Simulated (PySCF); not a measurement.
technetium atom (Tc), sextet (all electrons, no relativity); BLYP/3-21G in PySCF.

Here is a job for PySCF.
```python
from pyscf import gto, scf, dft

mol = gto.M(
    atom='''
Tc    0.000000    0.000000    0.000000
''',
    basis='3-21g',
    charge=0,
    spin=5,
    verbose=5,
)

mf = dft.UKS(mol)
mf.xc = 'blyp'
mf.kernel()
```

What does PySCF print? Leave out banner, timings and long lists.


```
PySCF version 2.14.0

[INPUT] verbose = 5
[INPUT] max_memory = 4000
[INPUT] num. atoms = 1
[INPUT] num. electrons = 43
[INPUT] charge = 0
[INPUT] spin (= nelec alpha-beta = 2S) = 5
[INPUT] symmetry False subgroup None
[INPUT] Mole.unit = angstrom
[INPUT] Symbol           X                Y                Z      unit          X                Y                Z       unit  Magmom
[...]
[INPUT] ---------------- BASIS SET ----------------
[INPUT] l, kappa, [nprim/nctr], expnt,             c_1 c_2 ...
[INPUT] Tc
[...]
                                1412.506          0.369337
                                310.2643          0.688472
[...]
                                91.25078          0.085318
                                29.11212          0.968177
[...]
                                23.2677           1.1979
                                4.707083          1.052649
[...]
                                1.595639          0.439838
                                0.59556           0.821936
[...]
                                0.077241          1.09915
[...]
                                91.25078          0.600057
                                29.11212          0.410986
[...]
                                23.2677           1.98602
                                4.707083          0.729034
[...]
                                1.595639          0.463207
                                0.59556           0.598383
[...]
                                0.077241          1.000264
[...]
                                18.80389          0.496619
                                5.705228          0.579547
[...]
                                0.862276          0.782906
[...]
nuclear repulsion = 0
number of shells = 14
number of NR pGTOs = 81
number of NR cGTOs = 36
basis = 3-21g
ecp = {}

******** <class 'pyscf.dft.uks.UKS'> ********
method = UKS
initial guess = minao
damping factor = 0
level_shift factor = 0
DIIS = <class 'pyscf.scf.diis.CDIIS'>
diis_start_cycle = 1
diis_space = 8
diis_damp = 0
SCF conv_tol = 1e-09
SCF conv_tol_grad = None
SCF max_cycles = 50
direct_scf = True
direct_scf_tol = 1e-13
number electrons alpha = 24  beta = 19
XC library pyscf.dft.libxc version 7.1.2
    S. Lehtola, C. Steigemann, M. J. T. Oliveira, and M. A. L. Marques,  SoftwareX 7, 1–5 (2018)
XC functionals = blyp
    A. D. Becke,  Phys. Rev. A 38, 3098 (1988)
    C. Lee, W. Yang, and R. G. Parr,  Phys. Rev. B 37, 785 (1988)
    B. Miehlich, A. Savin, H. Stoll, and H. Preuss,  Chem. Phys. Lett. 157, 200 (1989)
radial grids:
    Treutler-Ahlrichs [JCP 102, 346 (1995); DOI:10.1063/1.469408] (M4) radial grids

becke partition: Becke, JCP 88, 2547 (1988); DOI:10.1063/1.454033
pruning grids: <function nwchem_prune>
grids dens level: 3
symmetrized grids: False
atomic radii adjust function: <function treutler_atomic_radii_adjust>
small_rho_cutoff = 0
Set gradient conv threshold to 3.16228e-05
atom Tc rad-grids = 95, ang-grids = [ 50  50  50  50  50  50  50  50  50  50  50  50  50  50  50  50  50  50
  50  50  50  50  50  50  50  50  50  50  50  86  86  86  86  86  86  86
  86  86  86  86  86  86  86  86  86 350 350 350 350 350 350 350 350 350
 350 434 434 434 434 434 434 434 434 434 434 434 434 434 434 434 434 434
 434 434 434 434 434 350 350 350 350 350 350 350 350 350 350 350 350 350
 350 350 350 350 350]
tot_boxes 729, boxes in each direction [7 7 7]
Padding 2 grids
tot grids = 22176
nelec by numeric integration = [21.43841742 21.43841742]
E1 = -5791.075557894402  E2 = 1610.4566743215164  Ecoul = 1736.8442217196898  Exc = -126.38754739817333
init E= -4180.61888357289
cond(S) = 14.383123641709405

  alpha mo_energy =
[-7.42156372e+02 -1.03987882e+02 -9.57052409e+01 -9.57052409e+01
 -9.57052409e+01 -1.77451984e+01 -1.43762360e+01 -1.43762360e+01
 -1.43762360e+01 -8.89935617e+00 -8.89935617e+00 -8.89935617e+00
 -8.89935617e+00 -8.89935617e+00 -2.11928924e+00 -1.15939475e+00
 -1.15939475e+00 -1.15939475e+00 -7.41853973e-02  7.13099885e-03
  7.13099885e-03  7.13099885e-03  6.22694965e-02  6.22694965e-02
  6.22694965e-02  6.22694965e-02  6.22694965e-02  1.10417691e-01
  1.42039953e-01  1.42039953e-01  1.42039953e-01  1.04016581e+00
  1.04016581e+00  1.04016581e+00  1.04016581e+00  1.04016581e+00]
  beta  mo_energy =
[-7.42156372e+02 -1.03987882e+02 -9.57052409e+01 -9.57052409e+01
 -9.57052409e+01 -1.77451984e+01 -1.43762360e+01 -1.43762360e+01
 -1.43762360e+01 -8.89935617e+00 -8.89935617e+00 -8.89935617e+00
 -8.89935617e+00 -8.89935617e+00 -2.11928924e+00 -1.15939475e+00
 -1.15939475e+00 -1.15939475e+00 -7.41853973e-02  7.13099885e-03
  7.13099885e-03  7.13099885e-03  6.22694965e-02  6.22694965e-02
  6.22694965e-02  6.22694965e-02  6.22694965e-02  1.10417691e-01
  1.42039953e-01  1.42039953e-01  1.42039953e-01  1.04016581e+00
  1.04016581e+00  1.04016581e+00  1.04016581e+00  1.04016581e+00]
multiplicity <S^2> = 8.75  2S+1 = 6
nelec by numeric integration = [24. 19.]
E1 = -5704.394116103873  E2 = 1519.909548200232  Ecoul = 1643.553145233251  Exc = -123.64359703301898
cycle= 1 E= -4184.48456790364  delta_E= -3.87  |g|= 1.14  |ddm|= 2.38

  alpha mo_energy =
[-7.44650182e+02 -1.06593492e+02 -9.83126374e+01 -9.83090957e+01
 -9.83058917e+01 -2.01966860e+01 -1.68415112e+01 -1.68293838e+01
 -1.68183905e+01 -1.13835720e+01 -1.13823565e+01 -1.13750513e+01
 -1.13672738e+01 -1.13661137e+01 -4.11413392e+00 -3.06871985e+00
 -3.05148287e+00 -3.03375839e+00 -1.59197111e+00 -1.58745778e+00
 -1.57871413e+00 -1.56056484e+00 -1.55163408e+00 -7.09772518e-01
 -4.14472362e-01 -4.07881531e-01 -4.01152488e-01 -1.10107148e-01
 -5.31212992e-02 -4.88380503e-02 -4.75921687e-02 -4.72868881e-02
 -4.57763656e-02 -4.35455675e-02 -2.88971456e-02 -2.04923989e-02]
  beta  mo_energy =
[-7.44649786e+02 -1.06586788e+02 -9.83095231e+01 -9.83041493e+01
 -9.82992960e+01 -2.01926562e+01 -1.68383383e+01 -1.68243918e+01
 -1.68117946e+01 -1.13791755e+01 -1.13772678e+01 -1.13700618e+01
 -1.13582793e+01 -1.13574903e+01 -4.07182693e+00 -3.03865354e+00
[...]
 -9.60456607e+01 -1.81382962e+01 -1.47745857e+01 -1.47745854e+01
 -1.47592745e+01 -9.30443472e+00 -9.30443472e+00 -9.29536695e+00
 -9.29536679e+00 -9.28855835e+00 -2.50255657e+00 -1.52993043e+00
 -1.52992905e+00 -1.51219288e+00 -2.21188208e-01 -2.21188196e-01
 -2.20795338e-01 -2.20794581e-01 -2.08953044e-01 -1.55121148e-01
 -3.84010663e-02 -3.48922691e-02 -3.48918827e-02  4.65581167e-02
  8.70043681e-02  9.05258968e-02  9.05262836e-02  8.12189957e-01
  8.12190601e-01  8.14592424e-01  8.14592434e-01  8.18724344e-01]
  beta  mo_energy =
[-7.42356615e+02 -1.04328669e+02 -9.60363593e+01 -9.60363593e+01
 -9.60325021e+01 -1.81271434e+01 -1.47596814e+01 -1.47596810e+01
 -1.47480513e+01 -9.28467323e+00 -9.28467315e+00 -9.27670103e+00
 -9.27670077e+00 -9.27471584e+00 -2.39839690e+00 -1.41547804e+00
 -1.41547734e+00 -1.41187123e+00 -1.26500568e-01 -1.19973144e-01
 -1.19972744e-01 -1.12991273e-01 -1.07323330e-01 -1.07319705e-01
 -2.53467218e-02 -2.53455503e-02 -2.08392282e-02  6.43235227e-02
  1.05884685e-01  1.05886865e-01  1.18219420e-01  8.77602330e-01
  8.77603993e-01  8.91778164e-01  8.95966449e-01  8.95982356e-01]
multiplicity <S^2> = 8.7542357  2S+1 = 6.0014117
nelec by numeric integration = [24. 19.]
E1 = -5783.38369058133  E2 = 1596.3413226768816  Ecoul = 1722.464200962799  Exc = -126.12287828591724
cycle= 24 E= -4187.04236790445  delta_E= -1e-09  |g|= 5.64e-06  |ddm|= 0.000193
  alpha mo_energy =
[-7.42357046e+02 -1.04348171e+02 -9.60503852e+01 -9.60503849e+01
 -9.60456598e+01 -1.81382953e+01 -1.47745849e+01 -1.47745843e+01
 -1.47592736e+01 -9.30443382e+00 -9.30443382e+00 -9.29536606e+00
 -9.29536579e+00 -9.28855735e+00 -2.50255563e+00 -1.52992999e+00
 -1.52992780e+00 -1.51219183e+00 -2.21187517e-01 -2.21187502e-01
 -2.20794794e-01 -2.20793590e-01 -2.08952137e-01 -1.55120861e-01
 -3.84008806e-02 -3.48922302e-02 -3.48916173e-02  4.65582692e-02
  8.70045341e-02  9.05259267e-02  9.05265418e-02  8.12190323e-01
  8.12191348e-01  8.14592928e-01  8.14592941e-01  8.18725005e-01]
  beta  mo_energy =
[-7.42356614e+02 -1.04328668e+02 -9.60363585e+01 -9.60363583e+01
 -9.60325012e+01 -1.81271425e+01 -1.47596806e+01 -1.47596800e+01
 -1.47480503e+01 -9.28467234e+00 -9.28467226e+00 -9.27670017e+00
 -9.27669976e+00 -9.27471490e+00 -2.39839608e+00 -1.41547750e+00
 -1.41547635e+00 -1.41187038e+00 -1.26500085e-01 -1.19972509e-01
 -1.19972110e-01 -1.12990817e-01 -1.07322579e-01 -1.07319026e-01
 -2.53465298e-02 -2.53453907e-02 -2.08389804e-02  6.43236915e-02
  1.05884898e-01  1.05887057e-01  1.18219727e-01  8.77602874e-01
  8.77604539e-01  8.91778573e-01  8.95967043e-01  8.95982761e-01]
multiplicity <S^2> = 8.7542358  2S+1 = 6.0014118
nelec by numeric integration = [24. 19.]
E1 = -5783.383494049228  E2 = 1596.341126146995  Ecoul = 1722.4639977986858  Exc = -126.12287165169073
cycle= 25 E= -4187.04236790223  delta_E= 2.21e-09  |g|= 8.47e-06  |ddm|= 0.000433
  alpha mo_energy =
[-7.42357046e+02 -1.04348171e+02 -9.60503851e+01 -9.60503848e+01
 -9.60456597e+01 -1.81382952e+01 -1.47745848e+01 -1.47745843e+01
 -1.47592735e+01 -9.30443378e+00 -9.30443377e+00 -9.29536601e+00
 -9.29536579e+00 -9.28855733e+00 -2.50255562e+00 -1.52992984e+00
 -1.52992795e+00 -1.51219182e+00 -2.21187545e-01 -2.21187539e-01
 -2.20794731e-01 -2.20793675e-01 -2.08952123e-01 -1.55120910e-01
 -3.84009062e-02 -3.48922418e-02 -3.48916986e-02  4.65582326e-02
  8.70045080e-02  9.05259172e-02  9.05264605e-02  8.12190360e-01
  8.12191263e-01  8.14592888e-01  8.14592894e-01  8.18725001e-01]
  beta  mo_energy =
[-7.42356614e+02 -1.04328668e+02 -9.60363584e+01 -9.60363583e+01
 -9.60325011e+01 -1.81271425e+01 -1.47596805e+01 -1.47596801e+01
 -1.47480503e+01 -9.28467230e+00 -9.28467222e+00 -9.27670012e+00
 -9.27669977e+00 -9.27471488e+00 -2.39839608e+00 -1.41547745e+00
 -1.41547645e+00 -1.41187037e+00 -1.26500112e-01 -1.19972547e-01
 -1.19972147e-01 -1.12990747e-01 -1.07322592e-01 -1.07319067e-01
 -2.53465672e-02 -2.53454263e-02 -2.08390076e-02  6.43236718e-02
  1.05884867e-01  1.05887019e-01  1.18219767e-01  8.77602842e-01
  8.77604508e-01  8.91778868e-01  8.95967044e-01  8.95982674e-01]
multiplicity <S^2> = 8.7542359  2S+1 = 6.0014118
nelec by numeric integration = [24. 19.]
E1 = -5783.383450792243  E2 = 1596.3410828905605  Ecoul = 1722.4639530904037  Exc = -126.12287019984318
cycle= 26 E= -4187.04236790168  delta_E= 5.51e-10  |g|= 9.11e-06  |ddm|= 0.000109
  alpha mo_energy =
[-7.42357059e+02 -1.04348184e+02 -9.60503980e+01 -9.60503979e+01
 -9.60456730e+01 -1.81383071e+01 -1.47745964e+01 -1.47745962e+01
 -1.47592859e+01 -9.30444553e+00 -9.30444553e+00 -9.29537802e+00
 -9.29537796e+00 -9.28856976e+00 -2.50256524e+00 -1.52993784e+00
 -1.52993721e+00 -1.51220189e+00 -2.21194255e-01 -2.21194250e-01
 -2.20801651e-01 -2.20801299e-01 -2.08960290e-01 -1.55123226e-01
 -3.84022621e-02 -3.48931597e-02 -3.48929664e-02  4.65570498e-02
  8.70031830e-02  9.05249523e-02  9.05251484e-02  8.12185254e-01
  8.12185574e-01  8.14587942e-01  8.14587948e-01  8.18718903e-01]
  beta  mo_energy =
[-7.42356627e+02 -1.04328681e+02 -9.60363713e+01 -9.60363713e+01
 -9.60325142e+01 -1.81271543e+01 -1.47596920e+01 -1.47596919e+01
 -1.47480625e+01 -9.28468400e+00 -9.28468392e+00 -9.27671207e+00
 -9.27671194e+00 -9.27472703e+00 -2.39840512e+00 -1.41548530e+00
 -1.41548502e+00 -1.41187935e+00 -1.26504513e-01 -1.19978835e-01
 -1.19978434e-01 -1.12994880e-01 -1.07329752e-01 -1.07326116e-01
 -2.53478433e-02 -2.53466402e-02 -2.08404092e-02  6.43222684e-02
  1.05883299e-01  1.05885478e-01  1.18218024e-01  8.77597583e-01
  8.77599250e-01  8.91775158e-01  8.95961173e-01  8.95976853e-01]
multiplicity <S^2> = 8.7542338  2S+1 = 6.0014111
nelec by numeric integration = [24. 19.]
E1 = -5783.386066560895  E2 = 1596.3436986600536  Ecoul = 1722.4666572393005  Exc = -126.12295857924698
Extra cycle  E= -4187.04236790084  delta_E= 8.4e-10  |g|= 4.49e-05  |ddm|= 0.000217
converged SCF energy = -4187.04236790084  <S^2> = 8.7542338  2S+1 = 6.0014111
```
